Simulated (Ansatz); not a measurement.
Gas-phase electronic energies from Ansatz, PBE0-D4/def2-TZVP geometries. CCSD(T)/CBS adds triple-zeta CCSD(T) − MP2 to the extrapolated MP2 energy (def2 sets, frozen cores). This one scheme is used for every species, atoms too. Functionals use def2-TZVPP. No spin–orbit coupling; open shells (•) take unrestricted orbitals. Spin–orbit coupling would lower the free atoms: a little for C. def2 core potentials past Kr. Bonds to Sb are less sure, by a few kJ/mol each and by 10 to 20 or more in all where they break to atoms, as the def2 sets lack core-valence functions.

Reaction (atomization): `C[CH2][SbH2]` → 2 C• + 7 H• + Sb•

CCSD(T)/CBS gives +790.7 kcal/mol.

Question: Another level gave +788.9 kcal/mol. Which?
A. r2SCAN/def2-TZVPP
B. BLYP/def2-TZVPP
C. ωB97X-V/def2-TZVPP
D. ωB97M-V/def2-TZVPP

Answer: D. ωB97M-V 788.9, BLYP 779.8, r2SCAN 786.3, ωB97X-V 793.4 kcal/mol.

Largest T1 diagnostic among the species: 0.012.

Leaving LDA and LC-ωPBE aside and taking each functional with its dispersion term where it has one, the values, not all of them listed here, spread over 23.1 kcal/mol, from BHLYP-D4 to PBE-D4. LDA lies +100.7 kcal/mol from PBE without D4, its usual overbinding. In def2-TZVPP, CCSD(T) changes the Hartree–Fock value by +196.0 kcal/mol (the triples alone add +9.6 kcal/mol) and MP2 by +190.6 kcal/mol; breaking electron pairs costs correlation energy, which Hartree–Fock lacks. At CCSD(T), def2-SVP lies −45.6 kcal/mol from the extrapolated value and def2-TZVPP −18.7 kcal/mol: correlation converges slowly with the basis, and small sets miss more of it in the bonded molecule than in its fragments.

For atomizations the MP2-based limit and the directly extrapolated one differ by several kJ/mol either way, and by 10 to 25 for some Ge, Se and Sn compounds, so smaller differences from it don't rank the levels.
